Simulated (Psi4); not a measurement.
Cl₄Te, triplet, geometry from GFN2-xTB (a higher spin typed on purpose: for a closed-shell molecule this is an excited state) (all electrons, no relativity); B3LYP/STO-3G run with Psi4.

Here is a job for Psi4.
```
memory 2 GB

molecule {
0 3
  Te   -0.00000000    0.00000000   -0.00000000
  Cl    1.50529057   -1.91103356   -0.16539007
  Cl    1.91460967    1.50159192    0.15746220
  Cl   -1.50510087    1.91713111   -0.06769397
  Cl   -1.91479936   -1.50768947    0.07562184
}

set basis sto-3g
set reference uks
set scf_type pk
set guess huckel

energy('b3lyp')
print_variables()
```

Problem. Write the output that Psi4 gives for this input, abridged.

Solution. 
```
   => Loading Basis Set <=

    Name: STO-3G
    Role: ORBITAL
    Keyword: BASIS

         ---------------------------------------------------------
                                   SCF
               by Justin Turney, Rob Parrish, Andy Simmonett
                          and Daniel G. A. Smith
                              UKS Reference
         ---------------------------------------------------------

  ==> Geometry <==

    Molecular point group: c1
    Full point group: C1

    Geometry (in Angstrom), charge = 0, multiplicity = 3:

       Center              X                  Y                   Z               Mass
    ------------   -----------------  -----------------  -----------------  -----------------
         TE          -0.000000001296     0.000000000000     0.000000000000   129.906222748000
         CL           1.505290568704    -1.911033560000    -0.165390070000    34.968852682000
         CL           1.914609668704     1.501591920000     0.157462200000    34.968852682000
         CL          -1.505100871296     1.917131110000    -0.067693970000    34.968852682000
         CL          -1.914799361296    -1.507689470000     0.075621840000    34.968852682000

  Running in c1 symmetry.

  Rotational constants: A =      0.04045  B =      0.04045  C =      0.02032 [cm^-1]
  Rotational constants: A =   1212.66306  B =   1212.66306  C =    609.11011 [MHz]
  Nuclear repulsion = 1007.399754087295264

  Charge       = 0
  Multiplicity = 3
  Electrons    = 120
  Nalpha       = 61
  Nbeta        = 59

  ==> Algorithm <==

  SCF Algorithm Type is PK.
  DIIS enabled.
  MOM disabled.
  Fractional occupation disabled.
  Guess Type is HUCKEL.
  Energy threshold   = 1.00e-06
  Density threshold  = 1.00e-06
  Integral threshold = 1.00e-12

  ==> Primary Basis <==

  Basis Set: STO-3G
    Blend: STO-3G
    Number of shells: 31
    Number of basis functions: 63
    Number of Cartesian functions: 65
    Spherical Harmonics?: true
    Max angular momentum: 2

  ==> DFT Potential <==

   => LibXC <=

    Version 7.1.2
    S. Lehtola, C. Steigemann, M. J. T. Oliveira, and M. A. L. Marques,  SoftwareX 7, 1–5 (2018) (10.1016/j.softx.2017.11.002)

   => Composite Functional: B3LYP <=

    B3LYP Hyb-GGA Exchange-Correlation Functional

    P. J. Stephens, F. J. Devlin, C. F. Chabalowski, and M. J. Frisch,  J. Phys. Chem. 98, 11623 (1994) (10.1021/j100096a001)

    Deriv               =              1
    GGA                 =           TRUE
    Meta                =          FALSE

    Exchange Hybrid     =           TRUE
    MP2 Hybrid          =          FALSE

   => Exchange Functionals <=

    0.0800   Slater exchange
    0.7200         Becke 88

   => Exact (HF) Exchange <=

    0.2000               HF

   => Correlation Functionals <=

    0.1900   Vosko, Wilk & Nusair (VWN5_RPA)
    0.8100   Lee, Yang & Parr

   => LibXC Density Thresholds  <==

    XC_HYB_GGA_XC_B3LYP:  1.00E-15

   => Molecular Quadrature <=

    Radial Scheme          =       TREUTLER
    Pruning Scheme         =           NONE
    Nuclear Scheme         =       TREUTLER

    Blocking Scheme        =         OCTREE
    BS radius alpha        =              1
    Pruning alpha          =              1
    Radial Points          =             75
    Spherical Points       =            302
    Total Points           =          99001
    Total Blocks           =            814
    Max Points             =            256
    Max Functions          =             49
    Weights Tolerance      =       1.00E-15

  ==> Integral Setup <==

  Using in-core PK algorithm.
   Calculation information:
      Number of atoms:                   5
      Number of AO shells:              31
      Number of primitives:             93
      Number of atomic orbitals:        65
      Number of basis functions:        63

      Integral cutoff                 1.00e-12
      Number of threads:                 1

  Performing in-core PK
  Using 4066272 doubles for integral storage.
  We computed 60985 shell quartets total.
  Whereas there are 123256 unique shell quartets.

  ==> DiskJK: Disk-Based J/K Matrices <==

    J tasked:                  Yes
    K tasked:                  Yes
    wK tasked:                  No
    Schwarz Cutoff:          1E-12

  Minimum eigenvalue in the overlap matrix is 3.2931745452E-01.
  Reciprocal condition number of the overlap matrix is 1.8831145889E-01.
    Using symmetric orthogonalization.

  ==> Pre-Iterations <==

  SCF Guess: Huckel guess via on-the-fly atomic UHF (doi:10.1021/acs.jctc.8b01089).

   -------------------------------------------------------
    Irrep   Nso     Nmo     Nalpha   Nbeta   Ndocc  Nsocc
   -------------------------------------------------------
     A         63      63      61      59      59       2
   -------------------------------------------------------
    Total      63      63      61      59      59       2
   -------------------------------------------------------

  ==> Iterations <==

                        Total Energy        Delta E     RMS |[F,P]|

   @UKS iter   1: -8369.70537229197362   -8.36971e+03   1.69275e-02 DIIS/ADIIS
   @UKS iter   2: -8369.83957408461538   -1.34202e-01   4.42682e-03 DIIS/ADIIS
   @UKS iter   3: -8369.87935896298222   -3.97849e-02   3.46596e-03 DIIS/ADIIS
   @UKS iter   4: -8369.94743888234916   -6.80799e-02   5.44615e-05 DIIS
   @UKS iter   5: -8369.94746758650581   -2.87042e-05   1.57655e-05 DIIS
   @UKS iter   6: -8369.94747040438233   -2.81788e-06   1.02281e-06 DIIS
   @UKS iter   7: -8369.94747042054769   -1.61654e-08   1.97500e-07 DIIS
  Energy and wave function converged.

  ==> Post-Iterations <==

   Electrons on quadrature grid:
      Nalpha   =   60.9999940826 ; deviation = -5.917e-06
      Nbeta    =   58.9999939085 ; deviation = -6.092e-06
      Ntotal   =  119.9999879911 ; deviation = -1.201e-05

   @Spin Contamination Metric:   2.526040995E-03
   @S^2 Expected:                2.000000000E+00
   @S^2 Observed:                2.002526041E+00
   @S   Expected:                1.000000000E+00
   @S   Observed:                1.000000000E+00

    Orbital Energies [Eh]
    ---------------------

    Alpha Occupied:

[...]
      61A     -0.201732

    Alpha Virtual:

[...]
    Beta Occupied:

[...]
    Beta Virtual:

[...]
      63A      0.012702

    Final Occupation by Irrep:
              A
    DOCC [    59 ]
    SOCC [     2 ]
    NA   [    61 ]
    NB   [    59 ]

  @UKS Final Energy: -8369.94747042054769

   => Energetics <=

    Nuclear Repulsion Energy =           1007.3997540872952641
    One-Electron Energy =              -13553.2670254363001732
    Two-Electron Energy =                4404.1934998211354468
    DFT Exchange-Correlation Energy =    -228.2736988926777428
    Empirical Dispersion Energy =           0.0000000000000000
    VV10 Nonlocal Energy =                  0.0000000000000000
    Total Energy =                      -8369.9474704205476883

  UHF NO Occupations:
  HONO-2 :   59  A 1.9993683
  HONO-1 :   60  A 1.0000000
  HONO-0 :   61  A 1.0000000
  LUNO+0 :   62  A 0.0006317
  LUNO+1 :   63  A 0.0006317

Computation Completed

Properties will be evaluated at   0.000000,   0.000000,   0.000000 [a0]

Properties computed using the SCF density matrix

 Multipole Moments:

 ------------------------------------------------------------------------------------
     Multipole            Electronic (a.u.)      Nuclear  (a.u.)        Total (a.u.)
 ------------------------------------------------------------------------------------

 L = 1.  Multiply by 2.5417464519 to convert [e a0] to [Debye]
 Dipole X            :          0.0000031            0.0000000            0.0000031
 Dipole Y            :         -0.0000007            0.0000000           -0.0000007
 Dipole Z            :         -0.0000000            0.0000000           -0.0000000
 Magnitude           :                                                    0.0000032

 ------------------------------------------------------------------------------------

  Variable Map:
  ----------------------------------------------------------------------------
[...]
  Array Variable Map:
  ----------------------------------------------------------------------------
[...]
[...]
```
